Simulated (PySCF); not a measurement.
# Static response to an electric field

Compound: C₃H₈O₂Si.
Atom-mapped SMILES: `[CH3:1][C:2](=[O:3])[CH2:4][O:5][SiH3:6]` (hydrogens: H7, H8, H9 on C1; H10, H11 on C4; H12, H13, H14 on Si6)

Structure used (GFN2-xTB), in Å, numbered top down from 1:
```
atom  x, y, z in Å
C1    -2.030    0.131    0.356
C2    -1.362   -0.363   -0.891
O3    -1.951   -0.771   -1.859
C4     0.162   -0.321   -0.868
O5     0.665    0.169    0.331
Si6    2.210    0.320    0.811
H7    -1.701   -0.473    1.199
H8    -3.110    0.082    0.253
H9    -1.712    1.154    0.547
H10    0.529   -1.337   -1.063
H11    0.491    0.304   -1.710
H12    2.869   -0.988    0.876
H13    1.970    0.926    2.109
H14    2.970    1.167   -0.112
```

Level: CAM-B3LYP/def2-SVPD (PySCF), static field, nuclei fixed, core orbitals frozen in the response. The polarisability tensor in these axes (au):

```
x   76.68  2.00  4.61
y    2.00 59.35  5.23
z    4.61  5.23 70.23
```

**Question.** Diagonalise the tensor; give its mean and Δα, where Δα² is half the sum of the squared differences of the eigenvalues.

**Answer.** Principal values 57.24, 69.04 and 79.98 au; mean 68.75 au = 10.19 Å³ = 11.34 × 10⁻⁴⁰ C²·m²/J; Δα = 19.70 au (29 % of the mean).

**Question.** What is the dipole moment, and where does it point?

**Answer.** (1.97, 0.74, 1.80) D, 2.77 D in size, pointing from the negative to the positive side. Measured along this direction, the outermost atoms are O3 at the negative end and H13 at the positive end.

**Question.** Give the eigenvalues of the traceless quadrupole moment Θ = ½Σq(3rr − r²1), origin at the centre of nuclear charge.

**Answer.** -12.61, 5.01, 7.60 D·Å. The values depend on the origin, since the dipole doesn't vanish. The electronic extent ⟨r²⟩ about the same centre is 989 bohr², a root-mean-square distance of 2.22 Å for the 56 electrons.

**Question.** Find the Langevin capture rate constant for NH4+ (18.034 u) meeting this molecule (104.029 u), k = 2.342 × 10⁻⁹ cm³/s × √(α in Å³ / reduced mass in u).

**Answer.** The reduced mass is 15.37 u, so k = 1.91 × 10⁻⁹ cm³/s. The formula leaves out the permanent dipole, which adds to the capture rate.

**Question.** What depolarisation ratio follows for Rayleigh scattering of linearly polarised light, taking the static tensor?

**Answer.** ρ = 3Δα²/(45ᾱ² + 4Δα²) = 1164.4/(212716 + 1552.6) = 0.00543.

One conformer (not necessarily the lowest) at the GFN2-xTB geometry, without solvent, vibrations or thermal averaging.

The run behind these numbers computed excited states as well. Time: 58 s; peak memory 0.87 GiB. Hardware: one thread, Arm Neoverse N1 (aarch64), shared host with 64 logical CPUs at a one-minute load of 62.
